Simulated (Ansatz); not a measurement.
The same ligand exchange along the group O, S, Te.

Computed with Ansatz on PBE0-D4/def2-TZVP structures; ΔE is electronic, products minus reactants. CCSD(T)/CBS adds triple-zeta CCSD(T) − MP2 to the extrapolated MP2 energy (def2 sets, frozen cores). This one scheme is used for every species. Functionals use def2-TZVPP. B3LYP here is the variant with VWN-RPA as its local correlation; programs differ in this. def2 core potentials past Kr. For Sb, Te outer-core shells are correlated without core-valence functions, which leaves a few kJ/mol of doubt a bond.

```tsv
reaction	B3LYP-D4 (kJ/mol)
`[OH][SbH2]` + `C=N` → `C=[N][SbH2]` + H₂O	12
`[SH][SbH2]` + `C=N` → `C=[N][SbH2]` + H₂S	63
`[SbH2][TeH]` + `C=N` → `C=[N][SbH2]` + H₂Te	99
```

Q: Give the CCSD(T)/CBS values in the same order. (Estimate.)

A: Ansatz gave: 10, 65, 103 kJ/mol.

Largest T1 diagnostic: 0.015, for `C=[N][SbH2]`.
